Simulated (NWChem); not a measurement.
System: PbHF, singlet; SMILES [F][PbH]

The following NWChem deck was run.

```
start job
memory heap 200 mb stack 900 mb global 1100 mb
geometry units angstroms noautoz
  Pb     0.042504     0.194890     0.000000
  H     -1.806491     0.364247     0.000000
  F     -0.030875    -1.854235     0.000000
end
basis spherical
  Pb library def2-svpd
  H library def2-svpd
  F library def2-svpd
end
ecp
  Pb library def2-ecp
end
dft
  xc b3lyp
  iterations 150
  vectors input atomic output neutral.movecs
end
task dft energy
charge 1
dft
  odft
  mult 2
  vectors input atomic output cation.movecs
end
task dft energy
charge -1
dft
  odft
  mult 2
  vectors input atomic output anion.movecs
end
task dft energy
```

Low-valent species are run as closed-shell singlets; no triplet was tried in these runs. Structure relaxed at the PBE0-D3(BJ)/def2-TZVP level. def2 effective core potentials on Pb; no spin-orbit coupling.

Ions are spin-unrestricted doublets at the neutral geometry; other ion states weren't tried.

Task: What results follow from this input? (B3LYP/def2-SVPD with def2 effective core potentials on Pb, vertical spin-unrestricted ions.) Quantities: vertical ionisation energy, ΔSCF (eV); −ε(HOMO) (eV).

Result: 
```yaml
vertical ionisation energy, ΔSCF (eV): 9.59
"−ε(HOMO) (eV)": 7.02
```
